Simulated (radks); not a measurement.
Sr, 38 electrons, occupied as [Kr] 4d1 5s1 (not the ground configuration).

Calculated with a radial shooting solver on a logarithmic mesh with Libxc functionals: scalar-relativistic Kohn-Sham, SCAN, spin-unpolarised, spherical densities, finite nucleus; meta-GGA in the generalised Kohn-Sham scheme; Fermi nuclear charge, rms radius 4.224 fm.

Energy parts (eV):
total: -86536.464
kinetic: 88743.275
electron-nucleus: -208416.488
Hartree: 36011.883
exchange-correlation: -2875.133

Orbitals (lengths in bohr, moments of r in powers of bohr; <r^-3> diverges for s and p1/2):
[
 {"orbital": "1s", "occ.": "2", "eigenvalue (eV)": "-15975.20", "<r^-3>": "-", "<1/r>": "38.99", "<r>": "0.03917"},
 {"orbital": "2s", "occ.": "2", "eigenvalue (eV)": "-2174.234", "<r^-3>": "-", "<1/r>": "8.720", "<r>": "0.1723"},
 {"orbital": "2p", "occ.": "6", "eigenvalue (eV)": "-1929.061", "<r^-3>": "1803", "<1/r>": "8.496", "<r>": "0.1504"},
 {"orbital": "3s", "occ.": "2", "eigenvalue (eV)": "-340.6316", "<r^-3>": "-", "<1/r>": "2.925", "<r>": "0.4908"},
 {"orbital": "3p", "occ.": "6", "eigenvalue (eV)": "-260.5876", "<r^-3>": "279.6", "<1/r>": "2.765", "<r>": "0.4977"},
 {"orbital": "3d", "occ.": "10", "eigenvalue (eV)": "-129.2103", "<r^-3>": "35.20", "<1/r>": "2.507", "<r>": "0.4982"},
 {"orbital": "4s", "occ.": "2", "eigenvalue (eV)": "-41.5557", "<r^-3>": "-", "<1/r>": "0.9816", "<r>": "1.364"},
 {"orbital": "4p", "occ.": "6", "eigenvalue (eV)": "-22.8855", "<r^-3>": "30.38", "<1/r>": "0.8430", "<r>": "1.573"},
 {"orbital": "4d", "occ.": "1", "eigenvalue (eV)": "-0.7678", "<r^-3>": "0.7387", "<1/r>": "0.3550", "<r>": "4.169"},
 {"orbital": "5s", "occ.": "1", "eigenvalue (eV)": "-3.3225", "<r^-3>": "-", "<1/r>": "0.2739", "<r>": "4.581"}
]

The highest occupied level is 4d at -0.768 eV. Summed over all electrons, <r^2> = 74.23 bohr^2, which gives a Langevin (diamagnetic) susceptibility term of -58.8 x 10^-6 cm^3/mol. The electron density at the nucleus is 6.193e+04 e/bohr^3 (large components only). The density falls to 0.001 e/bohr^3 at r = 5.08 bohr.
